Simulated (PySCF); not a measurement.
Computed shifts of a molecule C5H10, PBE0/pcSseg-1 (PySCF), GIAO, gas phase, atoms alike by connectivity averaged where their shifts nearly agree, in ppm (number of nuclei): ¹³C: 22.6 (2), 17.3 (2), 17.1 (1). ¹H: 1.32 (6), 0.42 (2), 0.39 (2). References: ¹³C against TMS (σ = 186.3 ppm); ¹H against TMS (σ = 31.56 ppm), references at their B3LYP-D3(BJ)/def2-TZVP geometries, non-relativistic. Coordinates come from a PBE0-D3(BJ)/def2-SVP optimisation. One conformer was computed; it need not be the lowest.

Identify the compound among the candidates.
A) C[C@H]1C[C@@H]1C
B) C/C=C/CC
C) CC=C(C)C
D) CCC1CC1

A, C[C@H]1C[C@@H]1C
